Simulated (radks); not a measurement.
Values are calculated unless marked as measured or tabulated.
Species: Fe3+. Configuration: [Ar] 3d5. Level of theory: Dirac Kohn-Sham, PBE, spin-unpolarised, spherical densities, finite nucleus; open shells are shared between the two j in proportion to 2j + 1; Fermi nuclear charge, rms radius 3.7377 fm (a radial shooting solver on a logarithmic mesh with Libxc functionals).

Normalised radial functions P(r) = r R(r) (large component), r in bohr:

r,3p1/2,3d3/2,3d5/2
0.003129,0.0027,0.0000,0.0000
0.003528,0.0033,0.0000,0.0000
0.003977,0.0040,0.0000,0.0000
0.004485,0.0050,0.0000,0.0000
0.005056,0.0061,0.0000,0.0000
0.005701,0.0075,0.0000,0.0000
0.006428,0.0093,0.0000,0.0000
0.007247,0.0115,0.0001,0.0001
0.008171,0.0142,0.0001,0.0001
0.009213,0.0175,0.0001,0.0001
0.01039,0.0216,0.0002,0.0002
0.01171,0.0267,0.0003,0.0002
0.01321,0.0329,0.0004,0.0003
0.01489,0.0405,0.0005,0.0005
0.01679,0.0497,0.0007,0.0007
0.01893,0.0610,0.0010,0.0010
0.02134,0.0745,0.0014,0.0013
0.02406,0.0908,0.0020,0.0019
0.02713,0.1101,0.0028,0.0026
0.03059,0.1330,0.0038,0.0037
0.03449,0.1598,0.0053,0.0051
0.03889,0.1909,0.0073,0.0071
0.04384,0.2265,0.0100,0.0097
0.04943,0.2666,0.0137,0.0133
0.05574,0.3109,0.0186,0.0181
0.06284,0.3590,0.0251,0.0246
0.07085,0.4096,0.0338,0.0331
0.07989,0.4611,0.0452,0.0444
0.08936,0.5077,0.0588,0.0578
0.1007,0.5531,0.0774,0.0762
0.1136,0.5897,0.1010,0.0996
0.1281,0.6127,0.1306,0.1289
0.1444,0.6167,0.1670,0.1651
0.1628,0.5960,0.2111,0.2089
0.1836,0.5452,0.2636,0.2611
0.207,0.4601,0.3248,0.3220
0.2334,0.3385,0.3944,0.3913
0.2631,0.1810,0.4715,0.4681
0.2967,-0.0082,0.5544,0.5508
0.3345,-0.2208,0.6404,0.6367
0.3771,-0.4445,0.7258,0.7221
0.4252,-0.6641,0.8067,0.8031
0.4794,-0.8627,0.8783,0.8750
0.5406,-1.0233,0.9355,0.9326
0.6095,-1.1313,0.9732,0.9708
0.6872,-1.1775,0.9876,0.9859
0.7748,-1.1602,0.9771,0.9761
0.8736,-1.0850,0.9420,0.9416
0.985,-0.9641,0.8845,0.8848
1.111,-0.8138,0.8082,0.8093
1.252,-0.6513,0.7180,0.7195
1.412,-0.4930,0.6188,0.6207
1.592,-0.3514,0.5161,0.5182
1.795,-0.2348,0.4152,0.4174
2.024,-0.1461,0.3207,0.3228
2.282,-0.0840,0.2365,0.2384
2.572,-0.0442,0.1653,0.1668
2.9,-0.0210,0.1085,0.1097
3.27,-0.0089,0.0662,0.0670
3.687,-0.0033,0.0372,0.0377

3p1/2: eigenvalue -98.004 eV, 1 radial node at r = 0.295 bohr, <r> = 0.839 bohr, 90 % of the charge inside 1.29 bohr. 3d3/2: eigenvalue -43.320 eV, 0 radial nodes, <r> = 0.987 bohr, 90 % of the charge inside 1.66 bohr. 3d5/2: eigenvalue -43.142 eV, 0 radial nodes, <r> = 0.991 bohr, 90 % of the charge inside 1.67 bohr.
